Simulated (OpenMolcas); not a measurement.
**GaCl (SMILES [Cl][Ga]): methods side by side**

The species is GaCl (2 atoms), meant as a singlet with charge 0. SMILES: `[Cl][Ga]`. Geometry: relaxed at PBE0-D4/def2-TZVP.

```jsonl
{"atom": "Cl", "x (Å)": "0.0000", "y (Å)": "0.0000", "z (Å)": "-0.0236"}
{"atom": "Ga", "x (Å)": "0.0000", "y (Å)": "0.0000", "z (Å)": "2.1922"}
```

Quantity: the energy change with the Cl1–Ga2 bond stretched from 2.216 to 3.988 Å, in eV. The values are calculated.

```csv
level,kind,program,value (eV),less CCSD(T)/cc-pVTZ,CPU time (all runs)
HF/cc-pVTZ (restricted),Hartree–Fock,OpenMolcas,2.95,-0.37,12 s
SVWN5/cc-pVTZ (restricted),LDA,OpenMolcas,3.15,-0.17,21 s
BLYP/cc-pVTZ (restricted),GGA,OpenMolcas,2.56,-0.76,30 s
M06-L/cc-pVTZ (restricted),meta-GGA,OpenMolcas,2.88,-0.44,36 s
r2SCAN/cc-pVTZ (restricted),meta-GGA,OpenMolcas,3.07,-0.25,33 s
BHLYP/cc-pVTZ (restricted),global hybrid,OpenMolcas,3.04,-0.28,26 s
B2PLYP/cc-pVTZ (restricted),double hybrid,OpenMolcas,3.05,-0.27,23 s
MP2/cc-pVTZ (restricted),perturbation theory,OpenMolcas,3.38,+0.06,7.8 s
CCSD(T)/cc-pVTZ (restricted),coupled cluster or CI,OpenMolcas,3.32,0.00,46 s
```

CCSD(T)/cc-pVTZ (restricted) is the highest level here, not the true value. At this stretch a single reference begins to fail. All-electron rows without a relativistic Hamiltonian named are non-relativistic. The first shape isn't each level's own minimum. The values span 2.56 to 3.38 eV. In the correlated wave-function rows the outer d shell of Ga is correlated, in sets not made for it. CPU times are rough (shared hosts, several kinds of processor): they show what a rung costs within a factor of a few.
